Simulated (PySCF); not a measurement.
## Steps of a relaxation of [Nd(NH2)3(H2O)]−

[Nd(NH2)3(H2O)]− (singlet in the valence; each metal's 4f electrons, 4 of them, lie in its core potential, out of spins and levels). PySCF 2.14.0, RKS PBE0, Nd lcecp-0-SVP with ECP50, N def2-SVP, H def2-SVP, O def2-SVP; non-relativistic Hamiltonian with scalar-relativistic core potentials where named; density fitting; no spin-orbit coupling. Origin of the start: template. Columns: position (Å) and force (eV/Å). Energies are counted from the last step; some of the 60 steps are shown. Forces carry noise of the integration grid, about 0.01 to 0.03 eV/Å.

Run from Python with OMP_NUM_THREADS=2. Where DIIS fails, smearing, a level shift and second-order steps follow.
It took 7.5 min on 2 threads of Arm Neoverse V1, on a shared host, from the converged density of the start.

```xyz
13
step 0  E = 1.686 eV
Nd    0.0244   -0.0244    0.0244     0.40   -0.40    0.44
N     1.4494    1.4006    1.4494    -0.38   -0.16   -0.61
H     2.3770    1.1544    1.7901     0.15    0.30    0.22
H     1.2032    2.3282    1.7901     0.34    0.21    0.34
N    -1.4006   -1.4494    1.4494     0.16    0.38   -0.61
H    -2.3282   -1.2032    1.7901    -0.21   -0.34    0.34
H    -1.1544   -2.3770    1.7901    -0.30   -0.15    0.22
N     1.4494   -1.4494   -1.4006    -0.50    0.50    0.22
H     1.2032   -2.3770   -1.7413     0.30   -0.20   -0.20
H     2.3770   -1.2032   -1.7413     0.20   -0.30   -0.20
O    -1.5243    1.5243   -1.5243    -0.49    0.49   -0.41
H    -2.1793    2.1793   -1.2363     0.26   -0.26   -0.11
H    -1.5506    1.5506   -2.4937     0.07   -0.07    0.38
```

```xyz
13
step 20  E = 1.039 eV
Nd    0.1252   -0.1252    0.6052    -0.04    0.04   -0.16
N     1.4732    1.6700    1.6495     0.72    0.49    0.10
H     2.4575    1.7611    1.3127    -0.55   -0.16    0.11
H     1.4239    2.4777    2.2934    -0.12   -0.34   -0.13
N    -1.6700   -1.4732    1.6495    -0.49   -0.72    0.10
H    -2.4777   -1.4239    2.2934     0.34    0.12   -0.13
H    -1.7611   -2.4575    1.3127     0.16    0.55    0.11
N     0.9770   -0.9770   -1.6745    -0.17    0.17   -0.08
H     0.7927   -1.9161   -2.0449    -0.13   -0.01   -0.02
H     1.9161   -0.7927   -2.0449     0.01    0.13   -0.02
O    -1.0674    1.0674   -1.4330     0.00    0.00   -1.39
H    -1.7007    1.7007   -1.8318     0.80   -0.80    0.14
H    -0.5431    0.5431   -2.1418    -0.52    0.52    1.40
```

```xyz
13
step 39  E = 0.110 eV
Nd   -0.2469    0.2469    0.5887     0.03   -0.03   -0.02
N     1.4318    1.6321    1.7983     0.00    0.18    0.14
H     2.3437    1.8686    1.3868    -0.06    0.01   -0.01
H     1.4257    2.1921    2.6628     0.02   -0.18   -0.13
N    -1.6321   -1.4318    1.7983    -0.18    0.00    0.14
H    -2.1921   -1.4257    2.6628     0.18   -0.02   -0.13
H    -1.8686   -2.3437    1.3868    -0.01    0.06   -0.01
N     0.8363   -0.8363   -1.8678     0.27   -0.27   -0.11
H     0.5514   -1.7096   -2.3174     0.01    0.18    0.08
H     1.7096   -0.5514   -2.3174    -0.18   -0.01    0.08
O    -1.0339    1.0339   -1.5331    -0.03    0.03   -0.19
H    -1.4758    1.4758   -2.2629    -0.01    0.01    0.09
H     0.0966   -0.0966   -2.0402    -0.05    0.05    0.05
```

Question: Where does the relaxation end?

Answer: It stopped unconverged at step 59:
```xyz
13
step 59  E = 0
Nd   -0.3161    0.3161    0.4103
N     1.2852    1.5956    1.8017
H     2.0809    2.2309    1.6716
H     1.3036    1.4098    2.8152
N    -1.5956   -1.2852    1.8017
H    -1.4098   -1.3036    2.8152
H    -2.2309   -2.0809    1.6716
N     0.8724   -0.8724   -1.9357
H     0.6006   -1.7585   -2.3564
H     1.7585   -0.6006   -2.3564
O    -1.0070    1.0070   -1.8074
H    -1.5374    1.5374   -2.4073
H     0.1414   -0.1414   -2.1783
```
